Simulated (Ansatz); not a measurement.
Cost and result for the atomization energy of CH5FGeOSi, SMILES `F[SiH]1[CH2][GeH2][O]1` (10 atoms, 10 bonds).

Cartesian coordinates in Å:
```
F -1.026 -1.670 -1.581
Si -0.120 -1.244 -0.341
C 0.739 0.403 -0.624
Ge -0.392 1.010 0.869
O -1.022 -0.708 0.924
H 0.708 -2.424 -0.014
H 1.807 0.431 -0.408
H 0.545 0.886 -1.581
H 0.305 1.338 2.196
H -1.544 1.977 0.561
```

Charge 0, multiplicity 1. Correlated methods include outer-core shells of Ge, which these sets cover unevenly. Scalar relativity is left out up to krypton. Geometry: relaxed with PBE0-D4/def2-TZVP. Program: Ansatz. All runs use 4 threads of a server CPU on a shared host. Times are those of one run each, without the atoms' runs, and a repeat can differ threefold. Electronic energies, without spin–orbit coupling; frozen cores. CCSD(T)/CBS adds CCSD(T) − MP2 in def2-TZVPP to the MP2 limit, and its time is that of the two runs behind it. T1 = 0.012. With those shells the extrapolation isn't a true limit. B3LYP takes the VWN-RPA correlation (the form of Gaussian; ORCA's B3LYP/G). HSE06 is the plane-wave form, built on full-range PBE exchange.

CCSD(T)/CBS is a level of theory with its own doubt, some kJ/mol a heavy atom from the limit and from the frozen cores, so smaller differences don't rank the functionals.

| level | functions | wall time |
| --- | --- | --- |
| LDA (SPW92)/def2-TZVPP | 253 | 1.9 s |
| BLYP-D4/def2-TZVPP | 253 | 2.9 s |
| PBE-D4/def2-TZVPP (with forces) | 253 | 3.6 s |
| PBE0-D4/def2-TZVPP | 253 | 4.7 s |
| BHLYP-D4/def2-TZVPP | 253 | 4.7 s |
| HSE06-D4/def2-TZVPP | 253 | 4.7 s |
| CAM-B3LYP-D4/def2-TZVPP | 253 | 5.5 s |
| B3LYP-D4/def2-TZVPP (with forces) | 253 | 7 s |
| CCSD(T)/def2-SVP | 117 | 11 s |
| ωB97M-V/def2-TZVPP (with forces) | 253 | 16 s |
| MP2/def2-QZVPP | 480 | 33 s |
| CCSD(T)/def2-TZVPP | 253 | 4.3 min |
| CCSD(T)/CBS(def2) | – | 4.8 min |

Problem. What atomization energy does each give, and how far from CCSD(T)/CBS? (An estimate is asked.)

Solution. Computed: 
```csv
level,atomization (kcal/mol),difference from CCSD(T)/CBS,per bond
LDA (SPW92)/def2-TZVPP,1010.4,118.5,11.8
BLYP-D4/def2-TZVPP,875.3,-16.6,-1.7
PBE-D4/def2-TZVPP (with forces),892.3,0.4,0.0
PBE0-D4/def2-TZVPP,878.4,-13.5,-1.4
BHLYP-D4/def2-TZVPP,856.3,-35.6,-3.6
HSE06-D4/def2-TZVPP,878.8,-13.1,-1.3
CAM-B3LYP-D4/def2-TZVPP,887.1,-4.8,-0.5
B3LYP-D4/def2-TZVPP (with forces),878.1,-13.8,-1.4
CCSD(T)/def2-SVP,821.9,-70.0,-7.0
ωB97M-V/def2-TZVPP (with forces),886.4,-5.5,-0.6
MP2/def2-QZVPP,901.5,9.6,1.0
CCSD(T)/def2-TZVPP,869.0,-22.9,-2.3
CCSD(T)/CBS(def2),891.9,0.0,0.0
```

At CCSD(T), def2-SVP lies −69.9 kcal/mol from the extrapolated value and def2-TZVPP −22.9 kcal/mol: correlation converges slowly with the basis, and small sets miss more of it in the bonded molecule than in its fragments. The D4 term adds +9.1 kcal/mol with B3LYP and +4.7 kcal/mol with PBE0; it sums over pairs of atoms, weighted by their polarisabilities, and B3LYP, whose exchange is more repulsive, gets the larger term. In def2-TZVPP, CCSD(T) changes the Hartree–Fock value by +221.5 kcal/mol (the triples alone add +13.5 kcal/mol) and MP2 by +240.2 kcal/mol; breaking electron pairs costs correlation energy, which Hartree–Fock lacks.
